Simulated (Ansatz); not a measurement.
Geometry optimisation, RKS PBE-D4/def2-mTZVP in Ansatz 0.2.0.

The input (input.yaml):

```yaml
crystal:
  periodic: [false, false, false]
  atoms:
    - { symbol: B, position_ang: [0.0, 0.0, 0.0] }
    - { symbol: F, position_ang: [0.0, 0.0, 1.32] }
    - { symbol: F, position_ang: [1.1431, 0.0, -0.66] }
    - { symbol: "N", position_ang: [-1.3423, 0.0, -0.775] }
    - { symbol: H, position_ang: [-2.0112, -0.8164, -0.6764] }
    - { symbol: H, position_ang: [-1.5914, 0.8164, -1.4036] }
basis:
  gaussian: { orbitals: def2-mTZVP }
hamiltonian:
  xc: pbe
  dispersion: d4
relax:
  f_tol: 0.02
  max_steps: 40
```

Run as:

```bash
$ ansatz run input.yaml --threads 2 --pin off --max-ram 3072MiB --backend cpu --events-out ev --progress --plain --runs-dir out
```

Q: Where does it end, and by what steps?

A: The run converged. After 6 steps the energy has fallen by 1.029 eV; H5 moved furthest, 0.61 Å.

```tsv
step	energy less start (eV)	largest force component (eV/Å)	accepted
0	0.0000	3.470	yes
1	-0.5275	2.037	yes
2	-0.8722	0.933	yes
3	-1.0243	0.397	yes
4	-1.0278	0.123	yes
5	-1.0286	0.182	yes
6	-1.0293	0.002	yes
```

```xyz
6
Properties=species:S:1:pos:R:3
B -0.069 0.000 -0.040
F 0.002 -0.450 1.226
F 1.063 0.450 -0.611
N -1.282 0.000 -0.740
H -2.150 -0.333 -0.335
H -1.365 0.333 -1.695
```

Whether the end is a true minimum wasn't checked by a vibrational analysis.

Time of the run: 5.7 s on 2 threads of Intel(R) Xeon(R) Platinum 8488C (Sapphire Rapids), with other jobs on the host, peak memory 0.15 GiB.
